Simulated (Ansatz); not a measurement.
CH3FSi, SMILES `C[Si]F` (excited triplet) (charge 0, multiplicity 3). This triplet is an excited state, 1.87 eV above the relaxed singlet at the level frozen-core CCSD(T)/cc-pVTZ // B3LYP-D3(BJ)/def2-TZVP (Ansatz, an electronic-structure program).

Computed with Ansatz with r2SCAN/cc-pVTZ // B3LYP-D3(BJ)/def2-TZVP.

Ansatz 0.2 input:
```yaml
crystal:
  periodic: [false, false, false]
  atoms:
    - { symbol: C, position_ang: [-0.610425, 0.05149, 0.033739] }
    - { symbol: Si, position_ang: [1.123156, -0.558065, 0.537832] }
    - { symbol: F, position_ang: [2.306171, 0.021993, -0.40737] }
    - { symbol: H, position_ang: [-0.828731, -0.269565, -0.985604] }
    - { symbol: H, position_ang: [-1.339213, -0.38501, 0.716162] }
    - { symbol: H, position_ang: [-0.650959, 1.139157, 0.105241] }
basis:
  gaussian: { orbitals: cc-pVTZ }
hamiltonian:
  xc: r2scan
magnetization:
  spin_polarized: true
  initial_magnetization: 2
```

Output:

```
Functional definition: r2SCAN
765 factors; their error is unknown
mean field evaluation 1: about -11670.6349 eV, gradient 4.3e1 eV
mean field evaluation 2: about -11657.0491 eV, gradient 6.5e1 eV
mean field evaluation 4: about -11678.4507 eV, gradient 5.5e0 eV
mean field evaluation 8: about -11678.5654 eV, gradient 7.0e-2 eV
mean field evaluation 16: about -11678.5281 eV, gradient 4.9e-5 eV
mean field -11678.52812340 eV, -429.1779925442 hartree, gradient 5.0e-5 eV, S^2 2.003899; 0 other end points of the search recorded, 0 dependent functions left out
reference -11678.52813505 eV, -429.1779929723 hartree; 17, 15 occupied and 119, 121 virtual orbitals, 765 factors
Total energy: -11678.52813505 eV, -429.1779929723 hartree
```
